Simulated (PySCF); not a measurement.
Partial charges of `[H]/N=C(/CC#C[SiH3])C(F)F`

Compound: C₅H₇F₂NSi.
SMILES with atom numbers: `[H]/[N:1]=[C:2](/[CH2:3][C:4]#[C:5][SiH3:6])[CH:7]([F:8])[F:9]` (hydrogens: H10 on N1; H11, H12 on C3; H13, H14, H15 on Si6; H16 on C7)

Cartesian coordinates in Å at the GFN2-xTB level; atoms count from 1:
```xyz
16
C5H7F2NSi angstrom
N     -1.468   -1.521   -1.945
C     -1.272   -0.500   -1.252
C     -0.144    0.439   -1.565
C      0.823    0.426   -0.480
C      1.606    0.391    0.434
Si     2.832    0.338    1.818
C     -2.087   -0.099   -0.021
F     -3.157   -0.915    0.139
F     -2.575    1.160   -0.150
H     -2.248   -2.112   -1.667
H      0.333    0.116   -2.492
H     -0.536    1.454   -1.687
H      2.128   -0.157    3.004
H      3.330    1.697    2.032
H      3.911   -0.573    1.433
H     -1.483   -0.136    0.900
```

Density: PBE0/pcSseg-1 (PySCF); schemes: Mulliken, IAO, Hirshfeld and ESP-fitted. The structure is a single GFN2-xTB conformer in the gas phase; no vibrational or solvent corrections.

Task: What partial charge does each atom carry?

Result: In e; atoms taken as equivalent share a row and are averaged (×n: the atom named and its like, n in all):

```tsv
atom	environment	Mulliken	IAO	Hirshfeld	ESP-fitted
N1	imine nitrogen	-0.288	-0.408	-0.210	-0.713
C2	imine carbon	-0.137	+0.163	+0.084	+0.432
C3	propargylic carbon	-0.060	-0.302	-0.057	-0.292
C4	alkyne carbon	+0.037	-0.017	-0.028	+0.048
C5	alkyne carbon	-0.490	-0.362	-0.172	-0.353
Si6	SiH3 silicon	+0.514	+0.636	+0.340	+0.449
C7	CHF2 carbon	+0.609	+0.407	+0.145	+0.374
F8/F9	fluorine of a CF2 group	-0.299	-0.297	-0.097	-0.235
H10	N–H hydrogen	+0.176	+0.264	+0.112	+0.379
H11/H12	methylene hydrogen	+0.179	+0.191	+0.066	+0.159
H13/H14/H15	Si–H hydrogen	-0.083	-0.110	-0.067	-0.077
H16	methine hydrogen	+0.127	+0.159	+0.049	+0.059
```

Mean size of the charges over all atoms: ESP-fitted 0.257 e, IAO 0.251 e, Mulliken 0.228 e, Hirshfeld 0.108 e. Each set sums to the total charge, 0, to within 0.001 e. The IAO scheme counts the electrons in orthogonalised intrinsic atomic orbitals, a minimal basis polarised so that it spans the occupied orbitals exactly. The ESP scheme is a least-squares fit of atom-centred charges to the potential on four shells outside the van der Waals surface, with the total charge fixed.

Some averages cover members that differ in this geometry: H11/H12, ESP-fitted +0.140 to +0.178 e.

Lowest charge. The schemes don't all agree: Mulliken C5 (-0.490); IAO N1 (-0.408); Hirshfeld N1 (-0.210); ESP-fitted N1 (-0.713).

Highest charge. The schemes don't all agree: Mulliken C7 (+0.609); IAO Si6 (+0.636); Hirshfeld Si6 (+0.340); ESP-fitted Si6 (+0.449).

Task: Sum the charges by element, for elements with more than one atom.

Result: 
```csv
element,atoms,Mulliken,IAO,Hirshfeld,ESP-fitted
C,5,-0.041,-0.110,-0.028,+0.209
F,2,-0.598,-0.595,-0.195,-0.471
H,7,+0.412,+0.476,+0.093,+0.526
```

Task: How closely do the schemes follow one another over all atoms?

Result: Correlation coefficient and root-mean-square difference: IAO with Hirshfeld 0.97, 0.168 e; IAO with ESP-fitted 0.92, 0.123 e; Mulliken with IAO 0.91, 0.125 e; Hirshfeld with ESP-fitted 0.90, 0.203 e; Mulliken with Hirshfeld 0.87, 0.181 e; Mulliken with ESP-fitted 0.76, 0.208 e.
